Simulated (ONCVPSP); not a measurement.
# Li: one change to an ONCV potential, before and after

```json
{
 "Element": "Li",
 "Generator": "ONCVPSP 4.0.1",
 "Type": "optimised norm-conserving Vanderbilt (ONCV)",
 "Functional": "revPBE",
 "Relativity": "non-relativistic",
 "Frozen core": "none",
 "Valence charge": "3",
 "Reference configuration": "1s2 2s1",
 "Partial waves": "1s+2s: rc 1.10 bohr, ncon 4, nbas 8, qcut 8.5 1/bohr, 2 projectors; p scattering state at 0.13 Ha: rc 0.95 bohr, ncon 4, nbas 9, qcut 9.1 1/bohr, 1 projector; d scattering state at 0.15 Ha: rc 1.10 bohr, ncon 4, nbas 8, qcut 7.6 1/bohr, 2 projectors, debl 3.3 Ha",
 "Local potential": "polynomial inside 0.90 bohr (lpopt 5, dvloc0 0 Ha)",
 "Core correction": "none"
}
```

All-electron outer shells of the reference configuration (revPBE, non-relativistic, ld1.x):

| shell | level (eV) | outermost node (bohr) | outermost maximum (bohr) |
| --- | --- | --- | --- |
| 1s | -51.95 | – | 0.36 |
| 2s | -2.88 | 0.83 | 3.16 |

Change: s: qcut 5.6.

Cutoffs: the cutoffs (Ha) at which the residual kinetic energy of the hardest occupied pseudo-wave falls to 1 and 0.1 mHa per electron; they do not see the model core or the augmentation charge, which bear on the density cutoff. Errors are all-electron minus pseudo energies relative to the spin-unpolarised reference configuration.

Task: How do hardness, ghosts and transferability respond?

Result: The potential gets harder (33 Ha and 93 Ha → 138 Ha and 162 Ha); of the 4 tests that both files solve, the error grows in 1 and shrinks in 0 by more than 15 % and 0.3 meV (median size 0.4 → 0.6 meV); neither file shows a bound ghost.

| quantity | base | changed |
| --- | --- | --- |
| cutoff, loose | 33 Ha | 138 Ha |
| cutoff, tight | 93 Ha | 162 Ha |
| bound ghosts | none | none |
| GHOST(+) flags under 300 eV | none | none |
| error for 1s2 2s0, meV [ΔE 5.33 eV] | +0.4 | +0.5 |
| error for 1s2 2s0.5, meV [ΔE 2.05 eV] | +0.1 | +0.1 |
| error for 1s2 2s0 2p1, meV [ΔE 1.79 eV] | +0.5 | +0.7 |
| error for 1s1 2s1, meV [ΔE 68.54 eV] | +1078 | +1791 |
| s: phases at 1.12 bohr within 0.05 rad from the reference energy up to (Ha; the scan ends near 5) | to the end of the scan | to the end of the scan |
| p: phases at 0.96 bohr within 0.05 rad from the reference energy up to (Ha; the scan ends near 5) | to the end of the scan | to the end of the scan |
| d: phases at 1.12 bohr within 0.05 rad from the reference energy up to (Ha; the scan ends near 5) | to the end of the scan | to the end of the scan |
